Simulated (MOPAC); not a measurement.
MOPAC input (PM6):

```
PM6 PRECISE GNORM=0.05 LET XYZ GEO-OK AUX(PRECISION=9) THREADS=1
C2H2F2

C     1.36656412 1   -0.18415937 1   -0.09598662 1
C     0.06593869 1   -0.00888596 1   -0.00463149 1
F    -0.83029842 1   -0.97785241 1    0.07898218 1
F    -0.54605565 1    1.16333108 1    0.01769207 1
H     2.01907743 1    0.67097753 1   -0.15970021 1
H     1.77309228 1   -1.18201362 1   -0.10665944 1
```

Output:

```
 *******************************************************************************
 **                                                                           **
 **                              MOPAC v23.2.5                                **
 **                                                                           **
 *******************************************************************************
 ** MOPAC's Digital Object Identifier: https://doi.org/10.5281/zenodo.6511958 **
 **                                                                           **
 ** Please cite the open-source release paper for use of this MOPAC version:  **
 ** J. E. Moussa and J. J. P. Stewart (2026)                                  **
 ** MOPAC: An open-source semiempirical molecular orbital program             **
 ** J. Open Source Softw., 11(119), 8025, https://doi.org/10.21105/joss.08025 **
 *******************************************************************************

                              PM6 CALCULATION RESULTS

 *******************************************************************************
 *  PM6        - The PM6 Hamiltonian to be used
 *  GEO-OK     - OVERRIDE INTERATOMIC DISTANCE AND OTHER SAFETY CHECKS
 *  LET        - OVERRIDE SOME SAFETY CHECKS
 *  PRECISE    - TIGHTER CRITERIA TO BE USED
 *  XYZ        - CARTESIAN COORDINATE SYSTEM TO BE USED
 *  GNORM      - EXIT WHEN GRADIENT NORM DROPS BELOW 0.050
 *  AUX        - OUTPUT AUXILIARY INFORMATION
 *******************************************************************************
PM6 PRECISE GNORM=0.05 LET XYZ GEO-OK AUX(PRECISION=9) THREADS=1
 C2H2F2

   ATOM   CHEMICAL          X               Y               Z
  NUMBER   SYMBOL      (ANGSTROMS)     (ANGSTROMS)     (ANGSTROMS)

     1       C          1.36656412  *  -0.18415937  *  -0.09598662  *
     2       C          0.06593869  *  -0.00888596  *  -0.00463149  *
     3       F         -0.83029842  *  -0.97785241  *   0.07898218  *
     4       F         -0.54605565  *   1.16333108  *   0.01769207  *
     5       H          2.01907743  *   0.67097753  *  -0.15970021  *
     6       H          1.77309228  *  -1.18201362  *  -0.10665944  *

          CARTESIAN COORDINATES

    NO.       ATOM           X           Y           Z

     1         C          1.3666     -0.1842     -0.0960
     2         C          0.0659     -0.0089     -0.0046
     3         F         -0.8303     -0.9779      0.0790
     4         F         -0.5461      1.1633      0.0177
     5         H          2.0191      0.6710     -0.1597
     6         H          1.7731     -1.1820     -0.1067

 General Reference for PM6:
 "Optimization of Parameters for Semiempirical Methods V: Modification of NDDO Approximations
 and Application to 70 Elements", J. J. P. Stewart, J. Mol. Mod., 13, 1173-1213 (2007)
 URL: https://link.springer.com/article/10.1007/s00894-007-0233-4

           Empirical Formula: C2 H2 F2  =     6 atoms

      MOLECULAR POINT GROUP   :   C2v

      RHF CALCULATION, NO. OF DOUBLY OCCUPIED LEVELS = 12

          Geometry optimization using EF

          DIAGONAL MATRIX USED AS START HESSIAN

 CYCLE:     1  GRAD.:   118.860 HEAT: -83.40960
 CYCLE:     2  GRAD.:   415.192 HEAT: -38.31131
 CYCLE:     3  GRAD.:   200.981 HEAT: -70.67158
 CYCLE:     4  GRAD.:   806.868 HEAT: -22.15049
 CYCLE:     5  GRAD.:   108.657 HEAT: -82.77258
 CYCLE:     6  GRAD.:    53.540 HEAT: -84.59291
 CYCLE:     7  GRAD.:   368.604 HEAT: -74.13449
 CYCLE:     8  GRAD.:    35.014 HEAT: -84.91349
 CYCLE:     9  GRAD.:    20.899 HEAT: -85.01306
 CYCLE:    10  GRAD.:     6.172 HEAT: -85.09540
 CYCLE:    11  GRAD.:    13.058 HEAT: -85.07155
 CYCLE:    12  GRAD.:    18.135 HEAT: -85.05395
 CYCLE:    13  GRAD.:    16.534 HEAT: -85.08209
 CYCLE:    14  GRAD.:     4.708 HEAT: -85.09943
 CYCLE:    15  GRAD.:     3.211 HEAT: -85.09829
 CYCLE:    16  GRAD.:     4.476 HEAT: -85.09907
 CYCLE:    17  GRAD.:     0.970 HEAT: -85.10136
 CYCLE:    18  GRAD.:     0.172 HEAT: -85.10154
 CYCLE:    19  GRAD.:     0.062 HEAT: -85.10156
 CYCLE:    20  GRAD.:     0.017 HEAT: -85.10156

     GRADIENT =  0.01670 IS LESS THAN CUTOFF =  0.05000

 -------------------------------------------------------------------------------
 PM6 PRECISE GNORM=0.05 LET XYZ GEO-OK AUX(PRECISION=9) THREADS=1
 C2H2F2

     GEOMETRY OPTIMISED USING EIGENVECTOR FOLLOWING (EF).
     SCF FIELD WAS ACHIEVED

                              PM6 CALCULATION
                                                       MOPAC v23.2.5 Linux

          FINAL HEAT OF FORMATION =        -85.10156 KCAL/MOL =    -356.06492 KJ/MOL

          COSMO AREA              =         87.54 SQUARE ANGSTROMS
          COSMO VOLUME            =         69.29 CUBIC ANGSTROMS

          GRADIENT NORM           =          0.01670          =       0.00682 PER ATOM
          IONIZATION POTENTIAL    =         11.009108 EV
          HOMO LUMO ENERGIES (EV) =        -11.009  0.277
          NO. OF FILLED LEVELS    =         12
          MOLECULAR WEIGHT        =         64.0346         POINT GROUP:  C2v

          MOLECULAR DIMENSIONS (Angstroms)

            Atom       Atom       Distance
            H     6    F     4     3.34869
            H     5    F     3     3.17592
            C     2    C     1     0.00000

          SCF CALCULATIONS        =         21

   ATOM   CHEMICAL          X               Y               Z
  NUMBER   SYMBOL      (ANGSTROMS)     (ANGSTROMS)     (ANGSTROMS)

     1       C          1.38396965  *  -0.18650840  *  -0.09720911  *
     2       C          0.07268198  *  -0.00979673  *  -0.00510510  *
     3       F         -0.85358673  *  -0.94658810  *   0.08008464  *
     4       F         -0.57669118  *   1.13933456  *   0.02037717  *
     5       H          2.09041461  *   0.63040625  *  -0.16412390  *
     6       H          1.85250720  *  -1.16174307  *  -0.11282476  *

                             CARTESIAN COORDINATES

   1    C        1.383969645    -0.186508399    -0.097209106
   2    C        0.072681981    -0.009796731    -0.005105101
   3    F       -0.853586730    -0.946588105     0.080084644
   4    F       -0.576691181     1.139334561     0.020377168
   5    H        2.090414605     0.630406246    -0.164123904
   6    H        1.852507196    -1.161743067    -0.112824762

           Empirical Formula: C2 H2 F2  =     6 atoms

      MOLECULAR POINT GROUP   :   C2v

                  EIGENVALUES
 -42.71104 -42.60342 -27.46494 -21.86780 -18.89052 -18.15532 -18.08173 -16.75011
 -16.06011 -15.23481 -14.25958 -11.00911   0.27691   2.06607   2.62309   4.46428
   5.42634   5.81955

              NET ATOMIC CHARGES AND DIPOLE CONTRIBUTIONS

  ATOM NO.   TYPE          CHARGE      No. of ELECS.   s-Pop       p-Pop
    1          C          -0.501745        4.5017     1.11530     3.38645
    2          C           0.378214        3.6218     1.12675     2.49504
    3          F          -0.141694        7.1417     1.96830     5.17339
    4          F          -0.141698        7.1417     1.96830     5.17339
    5          H           0.203463        0.7965     0.79654
    6          H           0.203460        0.7965     0.79654
 DIPOLE           X         Y         Z       TOTAL
 POINT-CHG.     1.623    -0.219    -0.114     1.642
 HYBRID        -0.381     0.051     0.027     0.385
 SUM            1.243    -0.167    -0.087     1.257

          ATOMIC ORBITAL ELECTRON POPULATIONS

     Atom    s        px        py        pz
    1  C   1.11530   1.02095   1.19683   1.16867
    2  C   1.12675   0.85279   0.73458   0.90767
    3  F   1.96830   1.60951   1.60562   1.95826
    4  F   1.96830   1.79556   1.41675   1.96108
    5  H   0.79654
    6  H   0.79654

 **********************
 *                    *
 * JOB ENDED NORMALLY *
 *                    *
 **********************

 == MOPAC DONE ==
```

The geometry given is a B3LYP-D3(BJ)/def2-TZVP minimum.
